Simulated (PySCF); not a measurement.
# CaO⁻: one state, many levels of theory

State: ²Σ⁺ (doublet), unpaired electrons σ ↑. Set-up: basis Ca def2-SVPD, O def2-SVPD; no relativity; PySCF 2.14. De refers to Ca + O⁻ in their high-spin ground configurations, without counterpoise correction. The functionals are run spin-unrestricted. A positive dipole points towards O; it is taken about the centre of mass and depends on that origin. Levels whose curve was spin-contaminated or gave no clean fit are not listed.

```tsv
Level	Re (Å)	ωe (cm⁻¹)	De (eV)	μ (D)	CPU s a point (SCF and correlation, without the integrals)
PBE	1.901	667	4.21	-1.50	1.3
r²SCAN	1.894	697	4.17	-1.62	0.63
r²SCANh	1.891	704	3.96	-1.87	0.67
PBE0	1.886	706	3.71	-1.97	0.85
B97-3	1.905	679	3.46	-2.04	0.42
HSE06	1.889	702	3.70	-2.05	0.76
BHandHLYP	1.894	721	n/a	-2.99	0.89
```

The bond length runs from 1.886 Å (PBE0) to 1.905 Å (B97-3). De spans 3.46 eV (B97-3, global hybrid GGA) to 4.21 eV (PBE, GGA).

For an ion De counts to the pair picked by the measured ionisation energies or electron affinities, which need not be the lowest pair at this level. The highest Kohn–Sham level is positive in this anion. Much of that is self-interaction error, but it also means that the finite basis helps to hold the extra electron. The state is the lowest determinant that a PBE0 search found; another state may lie lower at other levels.

The whole job (state search and all levels along the bond) took about 2.5 min on 1 thread of Intel Xeon 6975P-C (shared host), peak memory 0.61 GiB.
